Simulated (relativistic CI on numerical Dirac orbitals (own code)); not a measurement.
## Crystal-field levels of Re⁴⁺, 5d3

Calculated by Dirac-Coulomb-Breit CI, orbitals from a KLI potential per configuration, model QED, valence Slater integrals scaled by 0.7, one configuration in a parametric crystal field (own radial code).

Field parameters in Wybourne normalisation: Oh B⁴₀ = 21Dq, B⁴₄ = √(5/14) B⁴₀. The field is a parameter set, without covalency.

S and J are read from ⟨S²⟩ = S(S + 1) and ⟨J²⟩ = J(J + 1) of each level; they are not fictitious spins.

Oh, 10Dq = 8500 cm⁻¹, the lowest 16 levels:

```tsv
E (cm⁻¹)	Degeneracy	Irrep	S	J
0.0	4	Γ8	1.42	2.41
7018	4	Γ8	1.27	2.93
9280	2	Γ7	1.46	2.79
10707	4	Γ8	1.07	3.30
10845	2	Γ6	1.22	3.54
11243	4	Γ8	1.26	3.93
13171	4	Γ8	0.99	3.47
13897	2	Γ7	1.32	3.24
14503	2	Γ6	1.11	2.56
16069	2	Γ6	1.05	3.98
16988	4	Γ8	1.08	3.69
19501	4	Γ8	1.14	3.44
20359	4	Γ8	1.21	3.82
20528	2	Γ6	0.91	3.71
21790	2	Γ7	0.80	3.41
22332	4	Γ8	0.91	3.97
```

Oh, 10Dq = 15300 cm⁻¹, the lowest 16 levels:

| E (cm⁻¹) | Degeneracy | Irrep | S | J |
| --- | --- | --- | --- | --- |
| 0.0 | 4 | Γ8 | 1.44 | 2.86 |
| 9502 | 4 | Γ8 | 0.87 | 3.48 |
| 11655 | 4 | Γ8 | 0.64 | 3.80 |
| 12751 | 2 | Γ6 | 0.71 | 3.43 |
| 14980 | 2 | Γ7 | 1.41 | 2.93 |
| 16240 | 4 | Γ8 | 1.39 | 3.60 |
| 17518 | 4 | Γ8 | 1.29 | 2.95 |
| 18539 | 2 | Γ6 | 1.39 | 3.31 |
| 18998 | 2 | Γ7 | 1.05 | 3.38 |
| 21090 | 4 | Γ8 | 0.87 | 3.77 |
| 22023 | 2 | Γ6 | 1.22 | 3.32 |
| 24097 | 4 | Γ8 | 1.22 | 3.16 |
| 25202 | 2 | Γ7 | 1.08 | 3.73 |
| 25847 | 4 | Γ8 | 1.30 | 3.71 |
| 26743 | 2 | Γ6 | 0.77 | 4.20 |
| 27868 | 4 | Γ8 | 0.86 | 3.97 |

Oh, 10Dq = 22100 cm⁻¹, the lowest 16 levels:

```csv
E (cm⁻¹),Degeneracy,Irrep,S,J
0.0,4,Γ8,1.45,3.05
10455,4,Γ8,0.67,3.73
12053,4,Γ8,0.56,3.82
13111,2,Γ6,0.57,3.46
19329,2,Γ7,0.90,3.40
20529,4,Γ8,0.96,3.73
22758,2,Γ7,1.31,3.28
23441,4,Γ8,1.38,2.92
24097,4,Γ8,1.23,3.51
24530,2,Γ6,1.45,3.45
28459,2,Γ6,1.27,3.05
30241,4,Γ8,1.31,3.01
30818,2,Γ7,1.30,3.30
31712,4,Γ8,1.43,3.41
33244,2,Γ6,0.72,4.36
34348,4,Γ8,0.76,3.97
```

The free-ion ground term has S = 3/2. Every field shown keeps that spin.

Levels of this model without a field, named by their leading LS term (the scale mimics covalency, so terms lie below those of the real free ion): 4F_3/2 0, 4F_5/2 4494, 4F_7/2 8223, 4F_9/2 10736, 4P_3/2 11349, 4P_1/2 13029, 2G_7/2 17066, 2H_9/2 17658 cm⁻¹.
